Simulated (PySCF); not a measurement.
# Radial density of O (oxygen, neutral)

r2SCAN0, [He] 2s1 2p5, high-spin 3P determinant (an excited configuration). Computed with PySCF 2.14 in x2c-QZVPPall with one added diffuse shell each of s, p, d, f type (8s5p4d3f1g, 73 functions), with the spin-free X2C one-electron Hamiltonian (Gaussian nucleus).

```
r (bohr)  4πr²ρ (e/bohr)  4πr²(ρα − ρβ)
 0.00375         0.05338         0.0015
 0.00631          0.1431         0.0040
  0.0106          0.3737         0.0104
  0.0179          0.9340         0.0259
  0.0300           2.162         0.0595
  0.0505           4.400         0.1191
  0.0849           7.225         0.1864
   0.143           8.365         0.1938
   0.240           5.820         0.1879
   0.404           3.368         0.6896
   0.680           4.331         1.7381
    1.14           3.869         1.5188
    1.92           1.361         0.3163
    3.24          0.1558        -0.0135
    5.44        0.003937        -0.0019
```

Densities and radii are taken from the X2C orbitals without a picture-change correction, which distorts them close to the nucleus.

(1) Where is the radial spin density 4πr²(ρα − ρβ) most negative, and why is it negative at all?

Answers

(1) Around r = 3.24 bohr, down to -0.0135 e/bohr: exchange with the open shell polarises the paired shells in an unrestricted calculation.
